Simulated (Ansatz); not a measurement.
Mulliken charges of CH5GaN2, SMILES `N=[C](N)[GaH2]` from ωB97M-V/def2-TZVPP in Ansatz (PBE0-D4/def2-TZVP geometry).

| atom | x (Å) | y (Å) | z (Å) | charge (e) |
| --- | --- | --- | --- | --- |
| N1 | -0.236 | 0.506 | -1.598 | -0.285 |
| C2 | 0.147 | 0.251 | -0.404 | 0.003 |
| N3 | 1.293 | 0.827 | 0.066 | -0.226 |
| Ga4 | -0.836 | -1.007 | 0.791 | 0.178 |
| H5 | -1.068 | -0.023 | -1.839 | 0.118 |
| H6 | 1.475 | 0.851 | 1.051 | 0.132 |
| H7 | 1.707 | 1.556 | -0.497 | 0.129 |
| H8 | -2.049 | -1.751 | 0.133 | -0.024 |
| H9 | -0.434 | -1.209 | 2.298 | -0.026 |

Task: By hand: the dipole of these point charges (1 e Å = 4.8032 D).

Result: Σ q r = (-0.024, -0.126, 0.375) e Å, of length 0.396 e Å = 1.90 D.

Task: How does the dipole of the full density compare? (An estimate is asked.)

Result: Computed: (0.064, -0.046, 0.502) e Å, 2.44 D; the point charges give 0.78 times that, at 17° from its direction.

Point charges leave out the atoms' own dipoles, such as those of lone pairs, and Mulliken's split depends on the basis, so the two needn't agree.
